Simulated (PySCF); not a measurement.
Compound: cyclopropyl cyanosilane, C4H7NSi.
Bonds: N1–C2 (triple), C2–Si3, Si3–C4, C4–C5, C5–C6, C4–C6. Hydrogens: H7, H8 on Si3; H9 on C4; H10, H11 on C5; H12, H13 on C6.

The same species was optimised twice, with GFN2-xTB and with PBE0-D3(BJ)/def2-SVP (PySCF), and the same property calculations (PySCF, gas phase) were run on both structures.

```
      coordinate  GFN2-xTB  PBE0-D3(BJ)/def2-SVP  change
      Si3–C4 (Å)     1.881                 1.856  -0.025
       N1≡C2 (Å)     1.146                 1.160  +0.014
       C4–C5 (Å)     1.506                 1.511  +0.005
       C4–C6 (Å)     1.506                 1.511  +0.005
      C2–Si3 (Å)     1.870                 1.866  -0.004
       C5–C6 (Å)     1.491                 1.491   0.000
   C2–Si3–C4 (°)     105.8                 106.9    +1.1
   N1–C2–Si3 (°)     179.1                 178.0    -1.1
   Si3–C4–C6 (°)     120.7                 121.3    +0.6
   Si3–C4–C5 (°)     120.7                 121.1    +0.4
    C5–C4–C6 (°)      59.3                  59.1    -0.2
    C4–C6–C5 (°)      60.3                  60.4    +0.1
    C4–C5–C6 (°)      60.3                  60.4    +0.1
C2–Si3–C4–C5 (°)        35                    38      +3
```

Rotational constants: A = 4389, B = 2156, C = 1662 MHz (GFN2-xTB) against A = 4404, B = 2141, C = 1655 MHz (PBE0-D3(BJ)/def2-SVP). Atoms that the bonding makes alike are paired by their places after alignment.

On the GFN2-xTB structure: HOMO (eV) -8.74 [PBE0/pcSseg-1]; LUMO (eV) -0.37 [PBE0/pcSseg-1]; dipole (D) 3.87 [PBE0/pcSseg-1]; GIAO shielding of N1 (ppm) -97.8 [PBE0/pcSseg-1]; GIAO shielding of C2 (ppm) 64.6 [PBE0/pcSseg-1]; GIAO shielding of Si3 (ppm) 408.2 [PBE0/pcSseg-1]; GIAO shielding of C4 (ppm) 194.6 [PBE0/pcSseg-1]; GIAO shielding of C5/C6 (mean) (ppm) 182.9 [PBE0/pcSseg-1].

Task: What do these properties become on the PBE0-D3(BJ)/def2-SVP structure?

Result: 
```json
{"property": "HOMO (eV)", "level": "PBE0/pcSseg-1", "on GFN2-xTB": "-8.74", "on PBE0-D3(BJ)/def2-SVP": "-8.83", "change": "-0.09"}
{"property": "LUMO (eV)", "level": "PBE0/pcSseg-1", "on GFN2-xTB": "-0.37", "on PBE0-D3(BJ)/def2-SVP": "-0.42", "change": "-0.05"}
{"property": "dipole (D)", "level": "PBE0/pcSseg-1", "on GFN2-xTB": "3.87", "on PBE0-D3(BJ)/def2-SVP": "3.91", "change": "+0.04"}
{"property": "energy, GFN2-xTB geometry as zero (kcal/mol)", "level": "PBE0/pcSseg-1", "on GFN2-xTB": "0.0", "on PBE0-D3(BJ)/def2-SVP": "-0.7", "change": "-0.7"}
{"property": "GIAO shielding of N1 (ppm)", "level": "PBE0/pcSseg-1", "on GFN2-xTB": "-97.8", "on PBE0-D3(BJ)/def2-SVP": "-107.5", "change": "-9.7"}
{"property": "GIAO shielding of C2 (ppm)", "level": "PBE0/pcSseg-1", "on GFN2-xTB": "64.6", "on PBE0-D3(BJ)/def2-SVP": "60.7", "change": "-3.9"}
{"property": "GIAO shielding of Si3 (ppm)", "level": "PBE0/pcSseg-1", "on GFN2-xTB": "408.2", "on PBE0-D3(BJ)/def2-SVP": "408.8", "change": "+0.6"}
{"property": "GIAO shielding of C4 (ppm)", "level": "PBE0/pcSseg-1", "on GFN2-xTB": "194.6", "on PBE0-D3(BJ)/def2-SVP": "194.8", "change": "+0.2"}
{"property": "GIAO shielding of C5/C6 (mean) (ppm)", "level": "PBE0/pcSseg-1", "on GFN2-xTB": "182.9", "on PBE0-D3(BJ)/def2-SVP": "180.3", "change": "-2.6"}
```

The heavy atoms differ by 0.022 Å rms after alignment (one structure mirrored). Among bonds between heavy atoms Si3–C4 changes most (-0.025 Å). Changes are differences of the printed values. Neither structure is proved a minimum here.

Shape of the structure used: `[N:1]#[C:2][SiH2:3][CH:4]1[CH2:5][CH2:6]1`: C2–Si3–C4–C5 38°.
